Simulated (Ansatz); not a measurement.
Consider the redistribution: `O[Si](O)(O)Cl` + `O[SiH2][SiH](F)Cl` → `O[Si](O)(Cl)[SiH](F)Cl` + `O[SiH2]O`.

Calculated with Ansatz (gas phase, PBE0-D4/def2-TZVP geometries, no zero-point term in ΔE). CBS: MP2 limit from def2 TZ/QZ plus the TZ coupled-cluster correction, frozen cores. DFT in def2-TZVPP. B3LYP here is the variant with VWN-RPA as its local correlation; programs differ in this. Each species was taken in one conformer, which may not be the lowest.

```tsv
level	ΔE (kJ/mol)	difference from CCSD(T)/CBS
PBE-D4	3.5	-1.4
r2SCAN-D4	8.2	3.3
PBE0-D4	6.5	1.6
B3LYP-D4	2.5	-2.4
ωB97X-V	5.4	0.5
ωB97M-V	5.8	0.9
PBE	5.2	0.3
r2SCAN	8.9	4.0
PBE0	8.3	3.4
B3LYP	5.0	0.1
CCSD/def2-TZVPP	6.9	2.0
MP2/def2-QZVPP	2.4	-2.5
SCS-MP2/def2-QZVPP	2.7	-2.2
HF/CBS(def2)	10.3	5.4
MP2/CBS(def2)	1.9	-3.0
CCSD/CBS(def2)	6.1	1.2
CCSD(T)/CBS	4.9	0
```

Largest T1 diagnostic among the species: 0.012.

From PBE to PBE0 (25 % exact exchange), in def2-TZVPP and without D4, ΔE moves by +3.1 kJ/mol. In def2-TZVPP, CCSD(T) changes the Hartree–Fock value by −4.3 kJ/mol (the triples alone add −1.1 kJ/mol) and MP2 by −7.4 kJ/mol.
